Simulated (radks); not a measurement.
Computed order of ionisation of rubidium. At each step one electron was removed from each of the four highest sub-shells of the ion before, moves of one valence electron (up to charge 6) and the configuration listed by NIST were tried, and the lowest configuration was kept. Calculated with a radial shooting solver on a logarithmic mesh with Libxc functionals: scalar-relativistic Kohn-Sham, r2SCAN, spin-polarised, spherical densities, finite nucleus; meta-GGA in the generalised Kohn-Sham scheme; Fermi nuclear charge, rms radius of each element as measured or else 0.836 A^(1/3) + 0.57 fm. Open shells are filled with parallel spins first.

species  lowest configuration found  NIST configuration  margin to the next tried (eV)  IE (eV)  NIST IE (eV)       kind
Rb                         [Kr] 5s1                same                          1.541    4.090         4.177       exp.
Rb+                            [Kr]                same                         17.265   27.812        27.290       exp.
Rb2+              [Ar] 3d10 4s2 4p5                same                         17.123   39.511        39.247  semi-emp.
Rb3+              [Ar] 3d10 4s2 4p4                same                         17.724   51.493          52.2  semi-emp.
Rb4+              [Ar] 3d10 4s2 4p3                same                         18.325   69.818          68.4     theory
Rb5+              [Ar] 3d10 4s2 4p2                same                         12.494   83.957            83     theory
Rb6+              [Ar] 3d10 4s2 4p1                same                         14.495   98.115         98.67  semi-emp.
Rb7+                  [Ar] 3d10 4s2                same                         17.146   132.66         132.8  semi-emp.
Rb8+                  [Ar] 3d10 4s1                same                         100.01   151.27        150.63       exp.
Rb9+                      [Ar] 3d10                same                         103.53   278.23         277.1       exp.
Rb10+                      [Ar] 3d9                same                         124.24   317.36           313     theory
Rb11+                      [Ar] 3d8                same                         123.90   357.94           356     theory
Rb12+                      [Ar] 3d7                same                         123.35   399.85           400     theory
Rb13+                      [Ar] 3d6                same                         122.62   442.91           443     theory

Reference values: NIST Atomic Spectra Database (exp. = measured, semi-emp. = semi-empirical, theory = theoretical value adopted there). Open shells are spherical and high-spin; term and fine-structure splittings are not resolved.
